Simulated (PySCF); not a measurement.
Run record for `c1cnccc1C[AsH2]`: PBE0/def2-SVPD, IEF-PCM tetrahydrofuran, full TDDFT, 6 singlets.

Method: TDDFT PBE0/def2-SVPD, vertical, IEF-PCM tetrahydrofuran (non-equilibrium linear response), core orbitals frozen in the response (PySCF 2.14.0, density-fitted response routines). Geometry: GFN2-xTB. A driver script takes a list of jobs; this job's settings line and coordinates (Å) are shown.

Command:
```bash
OMP_NUM_THREADS=1 python probes_run.py task.json out
```

Input:
```
{"job": {"kind": "uv", "xc": "PBE0", "basis": "def2-SVPD", "solvent": "tetrahydrofuran", "nstates": 6, "ntriplets": 0, "tda": false}, "charge": 0, "multiplicity": 1}
As     2.847013    -0.163796     0.465726
C      1.454032    -0.460450    -0.941162
C      0.097605    -0.147738    -0.431450
C     -0.431245     1.137495    -0.519469
C     -1.683078     1.386107     0.015384
N     -2.418113     0.465089     0.615847
C     -1.919084    -0.756569     0.702413
C     -0.679353    -1.114167     0.202344
H      2.062104    -0.846384     1.547947
H      2.277485     1.150572     0.914513
H      1.527822    -1.504960    -1.255602
H      1.712608     0.174382    -1.792975
H      0.130902     1.926662    -1.000758
H     -2.123073     2.373972    -0.035089
H     -2.547645    -1.482986     1.201615
H     -0.315581    -2.128285     0.299306
```

Question: Predict the output.

Answer: 
```
coarse grid: 63312 points
cycle   1  E = -2522.9638591082  dE =  4.657e-01  |g| = 3.526e-01  |ddm| = 9.586e+00
cycle   2  E = -2522.9625560543  dE =  1.303e-03  |g| = 3.756e-01  |ddm| = 4.773e+00
cycle   3  E = -2522.9924880020  dE = -2.993e-02  |g| = 6.685e-02  |ddm| = 3.023e+00
cycle   4  E = -2522.9932669788  dE = -7.790e-04  |g| = 3.004e-02  |ddm| = 4.821e-01
cycle   5  E = -2522.9934551950  dE = -1.882e-04  |g| = 8.503e-03  |ddm| = 2.050e-01
cycle   6  E = -2522.9934733438  dE = -1.815e-05  |g| = 3.268e-03  |ddm| = 5.619e-02
cycle   7  E = -2522.9934761501  dE = -2.806e-06  |g| = 3.822e-04  |ddm| = 7.738e-03
final grid: 134296 points
cycle   8  E = -2522.9934852128  dE = -1.319e-07  |g| = 5.317e-04  |ddm| = 2.019e-02
cycle   9  E = -2522.9934851337  dE =  7.914e-08  |g| = 7.706e-04  |ddm| = 2.848e-03
cycle  10  E = -2522.9934852821  dE = -1.484e-07  |g| = 8.091e-05  |ddm| = 1.718e-03
cycle  11  E = -2522.9934852837  dE = -1.635e-09  |g| = 1.522e-05  |ddm| = 4.549e-04
cycle  12  E = -2522.9934852838  dE = -7.049e-11  |g| = 8.561e-06  |ddm| = 1.537e-04
converged SCF energy = -2522.9934852838

Static polarisability (au): isotropic 144.966, principal 109.043 144.578 181.276

Singlet excitations
state   eV       nm        f      main configurations
  1   5.0154    247.2   0.04261   H-1->L 0.80, H->L 0.17
  2   5.2912    234.3   0.00184   H-1->L+1 0.49, H->L+1 0.37, H-2->L 0.11
  3   5.2934    234.2   0.30110   H->L 0.79, H-1->L 0.17
  4   5.3856    230.2   0.00866   H-1->L+1 0.46, H-2->L 0.31, H->L+1 0.20
  5   6.0316    205.6   0.09602   H-2->L 0.45, H->L+1 0.41
  6   6.3340    195.7   0.06832   H->L+2 0.96
```

The SCF starts on a coarse grid where the log names one; the energy can jump when the final grid takes over, and dE then counts from the start density on the new grid. H and L stand for HOMO and LUMO; the number after each pair is its weight.

Question: Give S1 in cm⁻¹ and kJ/mol.

Answer: 5.0154 eV × 8065.54 = 40452 cm⁻¹; × 96.485 = 483.9 kJ/mol.

Question: Give the mean polarisability as a volume in Å³, and the ratio of the largest to the smallest principal value.

Answer: 144.966 au × 0.148185 = 21.48 Å³; 181.276/109.043 = 1.66.

In short: SCF converged in 12 cycles with 242 basis and 996 fitting functions; HOMO -7.02 eV, LUMO -0.89 eV; lowest singlet 5.02 eV; mean polarisability 145.0 au.

The species at its GFN2-xTB geometry (one conformer only). Relativistic effects, spin–orbit coupling among them, are left out although an element past zinc is present.

Hardware: an Intel Xeon 6975P-C with one thread, on a shared host. Cost: 34 s wall, 1.1 GiB resident at most.

Conformer computed: `[AsH2:1][CH2:2][c:3]1[cH:4][cH:5][n:6][cH:7][cH:8]1`: As1–C2–C3–C4 89°, H–As1–C2–C3 45°, H–As1–C2–C3 -45°.
